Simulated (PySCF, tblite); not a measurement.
Species: C₃H₆O₄Si.
Geometry (GFN2-xTB, Å), atoms numbered from 1 in this order:
```
atom  x, y, z in Å
O1     1.2407    0.9968   -1.4547
C2     1.6924   -0.0843   -1.1609
Si3    1.3414   -0.9186    0.5340
O4     0.3629    0.0198    1.4361
C5    -0.7584    0.7249    1.0419
C6    -1.3955    0.1346   -0.1934
O7    -0.9637   -0.8343   -0.7601
O8    -2.4804    0.7911   -0.5789
H9     2.3253   -0.6163   -1.9017
H10    2.5427   -0.8127    1.3576
H11    0.9238   -2.2980    0.3209
H12   -1.4929    0.7243    1.8568
H13   -0.4934    1.7657    0.8141
H14   -2.8456    0.4067   -1.3937
```

Theory: PBE0/def2-SVPD in PySCF (dipole) on a GFN2-xTB geometry, gas phase.

Masses are those of the commonest isotopes; rigid-rotor values at the optimised geometry. The values belong to one conformer with, in the numbering `[O:1]=[CH:2][SiH2:3][O:4][CH2:5][C:6](=[O:7])[OH:8]`, O1–C2–Si3–O4 1°, C2–Si3–O4–C5 42°, Si3–O4–C5–C6 24°, O4–C5–C6–O7 0°, C5–C6–O8–H 178°.

Problem. Give the principal moments of inertia and the rotational constants in MHz.

Solution. Ia = 194.07, Ib = 350.50, Ic = 427.24 u·Å²; 505379 MHz·u·Å²/I gives A = 2604, B = 1442, C = 1183 MHz.

Problem. What kind of rotor is it?

Solution. An asymmetric top; Ray's κ = -0.636.

Problem. Is it planar, by Δ = Ic − Ia − Ib?

Solution. Not planar: Δ = Ic − Ia − Ib = -117.33 u·Å². For a rigid frame Δ = −2 Σ m c², so Σ m c² = 58.66 u·Å² lies off the ab plane: 8.18 from hydrogen and 50.48 from heavier atoms. The atom farthest from that plane is 1.84 Å away.

Problem. Give the other two planar moments, Paa and Pbb, and the rms extents of the mass along the axes.

Solution. Paa = Σ m a² = (Ib + Ic − Ia)/2 = 291.83 and Pbb = Σ m b² = (Ia + Ic − Ib)/2 = 135.41 u·Å². With the mass M = 134.00 u, the rms extents √(P/M) along a, b and c are 1.48, 1.01, 0.66 Å.

Problem. Which lines would a microwave search look for?

Solution. The dipole components are |μa| = 1.56 D, |μb| = 0.35 D, |μc| = 0.81 D. Intensities carry the squares of the components, which stand as 1.00 : 0.05 : 0.27 (a : b : c). Some lines, for components of 0.1 D or more:

| type | branch | J(Ka,Kc) | MHz | lower level (cm⁻¹) |
| --- | --- | --- | --- | --- |
| c | Q | 4(1,4) ← 4(0,4) | 438 | 0.858 |
| a | Q | 4(2,2) ← 4(2,3) | 532 | 1.047 |
| c | Q | 2(1,2) ← 2(0,2) | 942 | 0.261 |
| b | Q | 2(1,1) ← 2(0,2) | 1719 | 0.261 |
| c | Q | 4(2,3) ← 4(1,3) | 2665 | 0.958 |
| a | R | 2(0,2) ← 1(0,1) | 5211 | 0.088 |
| c | Q | 4(3,2) ← 4(2,2) | 6047 | 1.065 |
| b | Q | 4(3,1) ← 4(2,2) | 6073 | 1.065 |
| a | R | 3(2,2) ← 2(2,1) | 7874 | 0.435 |
| b | Q | 5(4,1) ← 5(3,2) | 8873 | 1.711 |
| b | Q | 4(4,0) ← 4(3,1) | 8957 | 1.267 |
| b | R | 2(2,1) ← 1(1,0) | 8995 | 0.135 |
| c | R | 2(2,0) ← 1(1,0) | 9034 | 0.135 |
| c | R | 3(1,2) ← 2(0,2) | 9955 | 0.261 |
| a | R | 4(0,4) ← 3(0,3) | 10155 | 0.519 |
| b | R | 4(1,4) ← 3(0,3) | 10594 | 0.519 |
| a | R | 5(0,5) ← 4(0,4) | 12523 | 0.858 |
| a | R | 5(3,3) ← 4(3,2) | 13223 | 1.266 |
| b | R | 3(3,1) ← 2(2,0) | 14317 | 0.436 |
| c | R | 3(3,1) ← 2(2,1) | 14355 | 0.435 |
| b | R | 3(3,0) ← 2(2,1) | 14359 | 0.435 |
| c | R | 5(1,4) ← 4(0,4) | 16566 | 0.858 |
| c | R | 4(3,1) ← 3(2,1) | 16885 | 0.704 |
| b | R | 4(3,1) ← 3(2,2) | 17073 | 0.698 |
| b | R | 4(4,1) ← 3(3,0) | 19545 | 0.914 |
| c | R | 5(3,3) ← 4(2,3) | 19802 | 1.047 |

Its GFN2-xTB frequencies are all real (lowest 45 cm⁻¹). Constants of a rigid frame at the computed geometry: no zero-point averaging, no centrifugal distortion.
